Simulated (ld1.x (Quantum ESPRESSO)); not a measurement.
chlorine (Cl): one change to a PAW potential, before and after

| Property | Result |
| --- | --- |
| Element | Cl |
| Generator | ld1.x (Quantum ESPRESSO) 7.5 |
| Type | PAW |
| Functional | revPBE |
| Relativity | non-relativistic |
| Frozen core | [Ne] |
| Valence charge | 7 |
| Reference configuration | 3s2 3p5 |
| Partial waves | 3s (bound): rcut 1.20, rcutus 1.40 bohr; 3s channel at -0.85 Ry: rcut 1.20, rcutus 1.40 bohr; 3p (bound): rcut 1.20, rcutus 1.25 bohr; 3p channel at 1.35 Ry: rcut 1.20, rcutus 1.25 bohr |
| Local potential | all-electron potential smoothed inside 1.30 bohr (lloc = -1) |
| Core correction | Bessel-smoothed model core, default radius (core density twice the valence density) |
| Augmentation charge | PSQ, inside the norm-conserving radii |

Change: all radii but the core radius scaled by about 1.15 (s 1.62, p 1.44 bohr, rcut 1.38/1.38); local potential all-electron potential smoothed inside 1.50 bohr (lloc = -1).

Cutoffs: the cutoffs (Ry, on a coarse ladder) from which the occupation-weighted sum of valence levels, in a spherical-Bessel basis at the reference potential, stays within 10 and 1 mRy of its value at 400 Ry; they do not see the model core or the augmentation charge, which bear on the density cutoff. Errors are all-electron minus pseudo energies relative to the spin-unpolarised reference configuration.

Q: Predict the effect on cutoff, ghosts and configuration errors.

A: The potential gets neither clearly harder nor softer (18 Ry and 50 Ry → 25 Ry and 40 Ry); of the 7 tests that both files solve, the error grows in 0 and shrinks in 4 by more than 15 % and 0.3 meV (median size 1.0 → 0.7 meV); neither file shows a bound ghost. That the errors move this way runs against the usual rule that smaller radii transfer better.

| quantity | base | changed |
| --- | --- | --- |
| cutoff, loose | 18 Ry | 25 Ry |
| cutoff, tight | 50 Ry | 40 Ry |
| loose cutoff by channel (10 mRy a level) | s 8 Ry, p 15 Ry | s 8 Ry, p 18 Ry |
| bound ghosts | none | none |
| error for 3s2 3p4, meV [ΔE 13.86 eV] | -0.5 | -0.4 |
| error for 3s2 3p3, meV [ΔE 39.30 eV] | -5.0 | -3.9 |
| error for 3s2 3p2, meV [ΔE 77.59 eV] | -22 | -17 |
| error for 3s1 3p6, meV [ΔE 11.99 eV] | -0.2 | -0.1 |
| error for 3s2 3p1, meV [ΔE 129.80 eV] | -70 | -55 |
| error for 3s1 3p5, meV [ΔE 26.39 eV] | -1.0 | -0.7 |
| error for 3s2 3p4.5, meV [ΔE 5.57 eV] | -0.1 | -0.1 |
| lowest overlap eigenvalue by channel | s 0.42, p 0.74 | s 0.41, p 0.77 |
